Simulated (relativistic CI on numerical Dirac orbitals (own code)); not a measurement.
## Re⁵⁺: 4f photoemission

Computed with this model: Dirac-Coulomb-Breit CI, orbitals from a KLI potential per configuration, model QED (radiative potential, 1s self-energy scaled to tabulated hydrogen-like ionisation energies), valence Slater integrals scaled by 0.7, multiplet model of photoemission in the sudden approximation; configurations [Xe] 4f14 5d2 → [Xe] 4f13 5d2; 300 K; Lorentzian 0.17 eV and Gaussian 0.5 eV FWHM. Energies are those of the free ion, without screening or charge transfer. The energies are binding energies and can lie tens of eV above those of solids. S is read from ⟨S²⟩ = S(S + 1).

Field parameters in Wybourne normalisation: Td as Oh with Dq negative (B⁴₀ = 21Dq, B⁴₄ = √(5/14) B⁴₀). The field is a parameter set, without covalency.

free ion: ground-state S = 0.92, centroid 113.80 eV. Peaks (eV, height): 112.6 (100), 115.0 (55), 116.1 (15).

Td, 10Dq = -4450 cm⁻¹: ground-state S = 0.95, centroid 113.83 eV. Peaks (eV, height): 112.6 (100), 115.0 (54), 116.1 (14).

Td, 10Dq = -12250 cm⁻¹: ground-state S = 0.98, centroid 113.91 eV. Peaks (eV, height): 112.7 (100), 115.1 (59), 116.3 (10).

Strongest unbroadened transitions for free ion:

| Energy (eV) | Relative strength |
| --- | --- |
| 112.37 | 53.7 |
| 112.39 | 47.4 |
| 112.46 | 33.0 |
| 112.63 | 100.0 |
| 112.77 | 81.8 |
| 113.76 | 4.1 |
| 114.05 | 8.9 |
| 114.45 | 9.2 |
| 114.51 | 8.3 |
| 114.53 | 7.5 |
| 114.55 | 6.7 |
| 114.95 | 76.7 |
| 115.05 | 53.9 |
| 115.54 | 5.0 |
| 115.62 | 6.8 |
| 116.05 | 24.7 |
| 116.52 | 17.2 |
| 116.76 | 10.8 |
